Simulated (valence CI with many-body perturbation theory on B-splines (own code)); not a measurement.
# Sensitivity of CI+MBPT for Dy⁴⁵⁺

Calculated by configuration interaction combined with many-body perturbation theory (CI+MBPT): three valence electrons over a frozen Dirac-Fock core [Ar], radial functions for each j: 6 s, 6 p, 5 d, 5 f, 1 g, with the one-electron correlation potential Σ1 (screened to all orders), the two-electron term Σ2, the three-electron term Σ3, Breit, model QED; selected single and double excitations, second order for the rest, scaled by the run's own slope (own B-spline code, finite nucleus).

The last digits are not significant, and no measured levels were compared; by estimate large intervals hold to a few tenths of a per cent, small ones and those within an open d or f shell to about a per cent. Only levels of the ground parity were solved; by the run's estimate the other parity begins above the list, which can be wrong where configurations are misplaced.

The reference run has the lowest level (3d3/2^3) J=3/2 and an ionisation energy of 3725.39 eV. Its largest variational space holds 2196 state functions.

Levels are named by their leading jj configuration (3d3/2^4 stands for four electrons in 3d with j = 3/2), which in mixed levels can hold well under half, so a name can repeat and another be missing. Letters in brackets count levels of one name in rising energy.

Changed runs:
A. cutoff of virtual states (hartree) 8712 → 3840
B. size limit of the variational space 10000 → 6000
C. cutoff of virtual states (hartree) 8712 → 7680; natural orbitals for correlation on → off
D. scale of Σ1 1 → 3 (bad on purpose)

Excitation energies of the reference run in cm⁻¹, and shifts in cm⁻¹:

| Level | Reference | A | B | C | D |
| --- | --- | --- | --- | --- | --- |
| (3d3/2^2 3d5/2) J=5/2 [a] | 287301 | -11 | 0 | -796 | +3016 |
| (3d3/2^2 3d5/2) J=3/2 | 334430 | -11 | 0 | -191 | +2997 |
| (3d3/2^2 3d5/2) J=7/2 | 355480 | -11 | 0 | -332 | +3186 |
| (3d3/2^2 3d5/2) J=9/2 | 360295 | -11 | 0 | -209 | +3083 |
| (3d3/2^2 3d5/2) J=1/2 | 370402 | -11 | 0 | +105 | +3088 |
| (3d3/2^2 3d5/2) J=5/2 [b] | 520851 | -12 | 0 | +1125 | +3578 |
| (3d3/2 3d5/2^2) J=7/2 [a] | 639076 | -21 | 0 | -690 | +6038 |
| (3d3/2 3d5/2^2) J=9/2 | 668420 | -22 | 0 | -631 | +6162 |
| (3d3/2 3d5/2^2) J=3/2 [a] | 704439 | -22 | 0 | +10 | +6187 |
| (3d3/2 3d5/2^2) J=1/2 | 724490 | -22 | 0 | +253 | +6232 |
| (3d3/2 3d5/2^2) J=11/2 | 737452 | -22 | 0 | -49 | +6217 |
| (3d3/2 3d5/2^2) J=5/2 [a] | 744018 | -21 | 0 | +356 | +6035 |
| Ionisation energy (eV) | 3725.39 | -0.0068 | 0 | -0.25 | +5.29 |

No effect on these energies: B.
